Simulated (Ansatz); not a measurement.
Level of theory: frozen-core CCSD(T)/cc-pVDZ // PBE0-D3(BJ)/def2-SVP (Ansatz, a quantum-chemistry and plane-wave program).

Ansatz 0.2 input:
```yaml
crystal:
  periodic: [false, false, false]
  atoms:
    - { symbol: C, position_ang: [3.120746, 0.677083, 0.523345] }
    - { symbol: C, position_ang: [1.927175, 0.539271, -0.056403] }
    - { symbol: C, position_ang: [0.818814, -0.32444, 0.45046] }
    - { symbol: C, position_ang: [0.23301, -1.306508, -0.610785] }
    - { symbol: C, position_ang: [-1.278587, -1.048625, -0.547026] }
    - { symbol: C, position_ang: [-1.563293, 0.311794, -1.203037] }
    - { symbol: C, position_ang: [-1.004273, 1.323982, -0.169114] }
    - { symbol: C, position_ang: [-0.448976, 0.420097, 0.94036] }
    - { symbol: C, position_ang: [-1.473123, -0.720613, 0.939059] }
    - { symbol: H, position_ang: [3.892178, 1.326006, 0.100409] }
    - { symbol: H, position_ang: [3.371333, 0.141823, 1.445358] }
    - { symbol: H, position_ang: [1.729631, 1.089316, -0.985758] }
    - { symbol: H, position_ang: [1.207973, -0.902058, 1.305053] }
    - { symbol: H, position_ang: [0.478239, -2.348236, -0.354142] }
    - { symbol: H, position_ang: [0.639779, -1.12072, -1.617581] }
    - { symbol: H, position_ang: [-1.887338, -1.871753, -0.948502] }
    - { symbol: H, position_ang: [-2.643861, 0.454737, -1.358148] }
    - { symbol: H, position_ang: [-1.082658, 0.396707, -2.190069] }
    - { symbol: H, position_ang: [-0.246069, 2.001325, -0.587295] }
    - { symbol: H, position_ang: [-1.805483, 1.961753, 0.234682] }
    - { symbol: H, position_ang: [-0.28964, 0.937772, 1.897141] }
    - { symbol: H, position_ang: [-1.201069, -1.551591, 1.609147] }
    - { symbol: H, position_ang: [-2.494508, -0.387125, 1.182842] }
basis:
  gaussian: { orbitals: cc-pVDZ }
correlation:
  method: ccsd_t
```

Output:

```
Functional definition: HF
1785 factors; integrals over basis functions are off by at most 1.1e-3 eV
mean field evaluation 1: about -9490.0107 eV, gradient 4.1e1 eV
mean field evaluation 2: about -9490.4532 eV, gradient 4.0e1 eV
mean field evaluation 4: about -9495.5899 eV, gradient 6.7e0 eV
mean field evaluation 8: about -9495.7130 eV, gradient 1.8e-4 eV
mean field evaluation 16: about -9495.2862 eV, gradient 2.6e-1 eV
mean field -9495.71300939 eV, -348.9610166696 hartree, gradient 5.2e-6 eV, S^2 0.000000; 0 other end points of the search recorded, 0 dependent functions left out
9 core orbitals not correlated
reference -9495.71300939 eV, -348.9610166696 hartree; 25, 25 occupied and 162, 162 virtual orbitals, 1785 factors
second order -34.07993452 eV of doubles, -0.00000000 eV of singles
cycle   1  -35.44890039 eV  change    -1.4e0 eV  update   1.2e-1
cycle   2  -36.39770533 eV  change   -9.5e-1 eV  update   3.6e-2
cycle   3  -36.55785593 eV  change   -1.6e-1 eV  update   1.4e-2
cycle   4  -36.56000111 eV  change   -2.1e-3 eV  update   4.1e-3
cycle   5  -36.56305642 eV  change   -3.1e-3 eV  update   1.4e-3
cycle   6  -36.56334408 eV  change   -2.9e-4 eV  update   4.1e-4
cycle   7  -36.56311023 eV  change    2.3e-4 eV  update   1.3e-4
cycle   8  -36.56310974 eV  change    4.9e-7 eV  update   3.9e-5
perturbative correction -1.31898192 eV, -0.0484716917 hartree
Total energy: -9533.59510105 eV, -350.3531578609 hartree
```

Cost: very roughly 11 core-minutes.
